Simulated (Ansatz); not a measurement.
C2H3NSi, SMILES `C#C[Si]N` (excited triplet) (charge 0, multiplicity 3). This triplet is an excited state, 1.94 eV above the relaxed singlet at the level B3LYP/cc-pVTZ // PBE0-D3(BJ)/def2-TZVP (Ansatz, a quantum-chemistry and plane-wave program).

Computed with frozen-core CCSDT(Q)/6-31g // PBE0-D3(BJ)/def2-TZVP run with Ansatz.

Ansatz 0.2 input:
```yaml
crystal:
  periodic: [false, false, false]
  atoms:
    - { symbol: C, position_ang: [2.360917, 0.072975, -0.055223] }
    - { symbol: C, position_ang: [1.183962, -0.212023, -0.151282] }
    - { symbol: Si, position_ang: [-0.498221, -0.766062, -0.387984] }
    - { symbol: N, position_ang: [-1.782892, 0.118599, 0.326753] }
    - { symbol: H, position_ang: [3.389153, 0.335841, 0.03903] }
    - { symbol: H, position_ang: [-2.385024, 0.695046, -0.240327] }
    - { symbol: H, position_ang: [-2.267893, -0.244375, 1.132642] }
basis:
  gaussian: { orbitals: "6-31g" }
correlation:
  method: ccsdt_q
magnetization:
  spin_polarized: true
  initial_magnetization: 2
```

Output:

```
Functional definition: HF
1056 factors; integrals over basis functions are off by at most 1.3e-7 eV
mean field evaluation 1: about -11443.3422 eV, gradient 2.1e1 eV
mean field evaluation 2: about -11443.3544 eV, gradient 2.1e1 eV
mean field evaluation 4: about -11446.5517 eV, gradient 3.1e0 eV
mean field evaluation 8: about -11446.7718 eV, gradient 4.5e-1 eV
mean field evaluation 16: about -11446.8110 eV, gradient 1.9e-4 eV
mean field evaluation 32: about -11443.0198 eV, gradient 1.3e0 eV
mean field evaluation 64: about -11443.1149 eV, gradient 1.4e-1 eV
mean field evaluation 96: about -11442.5613 eV, gradient 6.9e-3 eV
mean field -11446.81104053 eV, -420.6625468124 hartree, gradient 1.6e-6 eV, S^2 2.208965; 0 other end points of the search recorded, 0 dependent functions left out
8 core orbitals not correlated
reference -11446.81104053 eV, -420.6625468124 hartree; 11, 9 occupied and 27, 29 virtual orbitals, 1056 factors
second order -8.14199572 eV of doubles, -0.00000000 eV of singles
cycle   1  -8.45114699 eV  change   -3.1e-1 eV  update   1.2e-1
cycle   2  -9.08109613 eV  change   -6.3e-1 eV  update   5.8e-2
cycle   3  -9.48076733 eV  change   -4.0e-1 eV  update   4.2e-2
cycle   4  -9.48550235 eV  change   -4.7e-3 eV  update   2.0e-2
cycle   5  -9.48567564 eV  change   -1.7e-4 eV  update   1.1e-2
cycle   6  -9.49297732 eV  change   -7.3e-3 eV  update   3.6e-3
cycle   7  -9.49358630 eV  change   -6.1e-4 eV  update   2.0e-3
cycle   8  -9.49278011 eV  change    8.1e-4 eV  update   9.5e-4
cycle   9  -9.49271200 eV  change    6.8e-5 eV  update   5.3e-4
cycle  10  -9.49289243 eV  change   -1.8e-4 eV  update   2.6e-4
cycle  11  -9.49282351 eV  change    6.9e-5 eV  update   1.4e-4
cycle  12  -9.49291457 eV  change   -9.1e-5 eV  update   7.3e-5
cycle  13  -9.49294381 eV  change   -2.9e-5 eV  update   3.2e-5
cycle  14  -9.49297743 eV  change   -3.4e-5 eV  update   1.8e-5
cycle  15  -9.49298425 eV  change   -6.8e-6 eV  update   8.2e-6
cycle  16  -9.49298841 eV  change   -4.2e-6 eV  update   4.6e-6
cycle  17  -9.49299003 eV  change   -1.6e-6 eV  update   2.8e-6
cycle  18  -9.49298901 eV  change    1.0e-6 eV  update   1.5e-6
perturbative correction -0.03937403 eV, -0.0014469688 hartree
Total energy: -11456.34340357 eV, -421.0128546927 hartree
```
